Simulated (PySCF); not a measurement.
Checking a proposed structure

A compound C5H9FO2 gives the data below (simulated from a calculation) and was assigned the structure `C[C@@H]1CCO[C@H](F)O1`.

$^{13}$C{$^{1}$H} NMR (computed): δ 96.4 (CH2), 89.4 (C), 76.7 (CH2, 2C), 22.2 (CH3).

$^{1}$H NMR (400 MHz, computed): δ 5.33 (m, 1H), 4.69 (m, 1H), 4.35 (m, 2H), 3.49 (m, 2H), 0.99 (m, 3H).

- shieldings: GIAO PBE0/pcSseg-1
- GFN2-xTB structure
- code: PySCF 2.14
- one computed conformer, relativity neglected, fast rotation and ring inversion assumed for equivalent nuclei, in vacuum

References, each an isolated molecule treated in the same way: $^{1}$H and $^{13}$C against TMS.

Task: Compare with the shifts computed for the proposed structure, pairing carbons in order of shift.

Result: Structure with atom numbers: `[CH3:1][C@@H:2]1[CH2:3][CH2:4][O:5][C@H:6]([F:7])[O:8]1`. Hydrogens are named by the atom that carries them.

```tsv
atom	computed for proposal	given list	difference
C6	118.4	96.4	+22.0
C2	70.3	89.4	-19.1
C4	57.1	76.7	-19.6
C3	31.3	76.7	-45.4
C1	23.8	22.2	+1.6
```

The rms difference is 25.7 ppm and the largest -45.4 ppm at C3 (sp3 CH2 in a ring). The proposal also would give 5 carbon signals, not 4. The carbon types in order of shift don't match either: CH, CH, CH2, CH2, CH3 for the proposal against CH2, C, CH2, CH2, CH3 in the data. The proposal doesn't fit.

Task: Which isomer fits?

Result: SMILES CC1(F)COCOC1.

- Carbon types of the structure: 1 × C, 3 × CH2, 1 × CH3, which accounts for all hydrogens.
- δC 96.4: sp3 carbon bearing two oxygens; 2 electronegative neighbours deshield it.
- δC 89.4: fully substituted sp3 carbon bonded to F; deshielded by the electronegative neighbour.
- δC 76.7: sp3 CH2 bonded to O; pulled downfield by the heteroatom.
- δH 5.33, 4.69: hydrogen on an sp3 carbon bearing two oxygens; its carbon carries O, an electronegative neighbour.

The shifts were computed for this structure.

Splittings by $^{19}$F in the carbon and heteronuclear signals aren't shown, as no couplings were computed. Shifts are as computed. Against solution values, carbons near 30 ppm lie about +3 ppm off and those near 130 ppm about +5 ppm. Of 1313 compounds with measured shifts, 239 miss one by over three times the rms of a fit or turn the order of signals round; such compounds aren't used in these exercises. No couplings were computed; multiplicities are counted from neighbouring protons, with m where these are inequivalent, close in shift, in a saturated or five-membered ring or joined by F or P, and br s for small geminal =CH2 splittings.
